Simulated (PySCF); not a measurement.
Ne²⁺ (neon, charge +2): PBE0 calculation

Configuration: [He] 2s1 2p5, high-spin 3P determinant (an excited configuration). Computed with PySCF 2.14 in def2-TZVPPD, with no relativity, point nucleus.

```
Total energy                                                  : -125.6942 hartree
One-electron energy                                           : -165.8279 hartree
Hartree (Coulomb) energy                                      : 51.3447 hartree
Exchange-correlation energy                                   : -11.2110 hartree
Kinetic energy                                                : 125.50258 hartree
⟨S²⟩                                                          : 2.0013
⟨L²⟩                                                          : 2.004
Sum of ⟨r⟩                                                    : 5.216 bohr
Sum of ⟨r²⟩                                                   : 5.078 bohr²
Traceless quadrupole moment −½Σ⟨3z² − r²⟩ along its main axis : 0.340 e·bohr²
Density at the nucleus (Gaussians lack the cusp)              : 590 bohr⁻³
Spin density at the nucleus                                   : 19.6 bohr⁻³
Langevin diamagnetic susceptibility                           : -4.02 ×10⁻⁶ cm³/mol
```

```json
{"shell": "1s α", "electrons": "1", "mean orbital energy (eV)": "-896.21", "spread (eV)": "0", "rms radius, mean of both spins (bohr)": "0.183"}
{"shell": "1s β", "electrons": "1", "mean orbital energy (eV)": "-893.20", "spread (eV)": "0", "rms radius, mean of both spins (bohr)": "0.183"}
{"shell": "2s α", "electrons": "1", "mean orbital energy (eV)": "-84.963", "spread (eV)": "0", "rms radius, mean of both spins (bohr)": "0.900"}
{"shell": "2p α", "electrons": "3", "mean orbital energy (eV)": "-60.113", "spread (eV)": "3.377", "rms radius, mean of both spins (bohr)": "0.917"}
{"shell": "2p β", "electrons": "2", "mean orbital energy (eV)": "-54.497", "spread (eV)": "0", "rms radius, mean of both spins (bohr)": "0.917"}
```
